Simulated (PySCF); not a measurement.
**Chlorine: a sound run and one with changed settings**

Sound run: Cl⁺ [Ne] 3s2 3p4, Cl²⁺ [Ne] 3s2 3p3. Calculation: PySCF 2.14, in cc-pVTZ-DK; scalar relativity by spin-free X2C-1e. In the sound run the correlated levels freeze [Ne]. The sound run starts from symmetry-adapted Hartree-Fock orbitals and uses a fine grid where one is needed.

A second run was set up differently.

```json
{"species": "Cl⁺", "method": "MP2", "sound run (hartree)": "-460.58581", "changed run (hartree)": "-460.61807", "converged": "yes"}
{"species": "Cl⁺", "method": "CCSD(T)", "sound run (hartree)": "-460.61416", "changed run (hartree)": "-460.64553", "converged": "yes"}
{"species": "Cl²⁺", "method": "MP2", "sound run (hartree)": "-459.72830", "changed run (hartree)": "-459.76049", "converged": "yes"}
{"species": "Cl²⁺", "method": "CCSD(T)", "sound run (hartree)": "-459.75162", "changed run (hartree)": "-459.78302", "converged": "yes"}
```

Ionisation energy of Cl⁺:

| method | sound run (eV) | changed run (eV) |
| --- | --- | --- |
| UHF | 22.569 | 22.569 |
| MP2 | 23.334 | 23.336 |
| SCS-MP2 | 23.416 | 23.416 |
| CCSD | 23.443 | 23.441 |
| CCSD(T) | 23.471 | 23.470 |

**Question.** What was changed?
A. basis contracted for another Hamiltonian
B. minimal basis
C. all electrons correlated in a valence basis
D. level shift left on

**Answer.** C. A valence basis has no tight correlating functions, so it recovers only part of the core correlation, and not evenly between atom and ion.
